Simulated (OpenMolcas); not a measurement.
Computed levels of 4d4 in ions with 40 electrons, in cm-1 above 5D0.

| Property | Result |
| --- | --- |
| Program | OpenMolcas 26.06 |
| Method | SS-CASPT2, IPEA 0.25 Eh, imaginary shift 0.1 Eh |
| Basis | ANO-R3 |
| Scalar Hamiltonian | X2C, finite nucleus |
| Spin-orbit coupling | RASSI with atomic mean-field integrals over the reference wave functions, term energies averaged over their components |

Active space for each ion: 4 electrons in 5 orbitals (4d); closed shells correlated by CASPT2: 4s 4p.

```json
{"Level": "5D1", "Nb+": "158", "Mo2+": "236", "Tc3+": "346", "Ru4+": "486", "Rh5+": "669", "Ag7+": "1211"}
{"Level": "5D2", "Nb+": "440", "Mo2+": "654", "Tc3+": "942", "Ru4+": "1296", "Rh5+": "1740", "Ag7+": "2970"}
{"Level": "5D3", "Nb+": "809", "Mo2+": "1199", "Tc3+": "1701", "Ru4+": "2300", "Rh5+": "3030", "Ag7+": "4940"}
{"Level": "5D4", "Nb+": "1239", "Mo2+": "1833", "Tc3+": "2570", "Ru4+": "3430", "Rh5+": "4450", "Ag7+": "7020"}
{"Level": "3P0(1)", "Nb+": "7900", "Mo2+": "11710", "Tc3+": "14280", "Ru4+": "16420", "Rh5+": "18280", "Ag7+": "21600"}
{"Level": "3P1(1)", "Nb+": "8680", "Mo2+": "12930", "Tc3+": "16060", "Ru4+": "18840", "Rh5+": "21430", "Ag7+": "26530"}
{"Level": "3P2(1)", "Nb+": "9920", "Mo2+": "14770", "Tc3+": "18580", "Ru4+": "22080", "Rh5+": "25450", "Ag7+": "32200"}
{"Level": "3H4", "Nb+": "9990", "Mo2+": "13080", "Tc3+": "15510", "Ru4+": "17740", "Rh5+": "19820", "Ag7+": "23770"}
{"Level": "3H5", "Nb+": "10340", "Mo2+": "13630", "Tc3+": "16320", "Ru4+": "18890", "Rh5+": "21400", "Ag7+": "26500"}
```

Question: Estimate 5D4, 3P0(1), 3P1(1) for Pd6+ from its neighbours Rh5+ and Ag7+.

Answer: 5D4 is fine structure, which grows about as the fourth power of a screened charge, so the fourth roots are averaged: ((4450^0.25 + 7020^0.25) / 2)^4 = 5626. The calculation gives 5600, so the estimate is off by +0.5 %.
3P0(1) is another term, which grows about linearly with the charge: (18280 + 21600) / 2 = 19940. The calculation gives 20040, so the estimate is off by -0.5 %.
3P1(1) is another term, which grows about linearly with the charge: (21430 + 26530) / 2 = 23980. The calculation gives 24010, so the estimate is off by -0.1 %.

Mixed levels, with the weight of the term that names them: Pd6+ 3H4 (73 %), Ag7+ 3H4 (70 %).

CASPT2 does not keep the components of a term degenerate, so their means are used; among the terms shown or strongly mixed into the levels shown the widest spread is 100 cm-1 (4d4 3D, Nb+). Some high roots are left out of the spin-orbit mixing, which shifts the levels that they would mix with (holds for Nb+). Configurations with an s electron lie low at this charge and mix in, so terms can be misplaced (holds for Nb+). Some terms miss by over 15 % even with CASPT2, which points to a basis or an active space too small for the shells correlated (holds for Nb+). Levels of configurations with an s electron are missing; early in the row they begin among the upper levels of the d shell and mix with terms of their name (holds for Mo2+). Levels of configurations outside the active space are missing.

A number in round brackets counts repeated terms of one configuration in the order of the reference energies.
